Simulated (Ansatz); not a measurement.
The cluster ReSe2⁺, relaxed as a singlet with RKS r2SCAN-D4/def2-TZVP in Ansatz, starting from the GFN1-xTB geometry. Force threshold 0.02 eV/Å.

In the def2 sets Re takes a core potential; there is no spin–orbit coupling. The restricted singlet is unstable: a solution with broken spin symmetry lies lower. At r2SCAN-D4/def2-TZVP a triplet of charge 1 lies 0.61 eV below the restricted singlet, each at its own geometry. The structure comes from a short search, and lower isomers may exist.

Start:

```xyz
3

Re   -0.3889   -0.7616    0.0354
Se    1.7185   -0.4191   -0.4784
Se   -1.3295    1.1807    0.4430
```

Estimate the energy that the relaxation releases and the steps that it takes.

2.5 kJ/mol, in 4 steps; 9 s on 4 threads of Arm Neoverse V2 on a shared host. No frequencies were taken in this run, so the end may be a saddle point.

Does the start keep its bonding and symmetry?

By distances, no bond broke or formed. The bond that changes most is Re1–Se3, from 2.20 to 2.17 Å (atoms count from 1). Point group C2v at the start, C2v at the end, both within 0.05 Å.

Predict the relaxed structure.


```tsv
atom	x (Å)	y (Å)	z (Å)
Re1	-0.398	-0.779	0.036
Se2	1.681	-0.388	-0.466
Se3	-1.283	1.167	0.430
```
Bond lengths: 2 × Re–Se 2.17 Å.
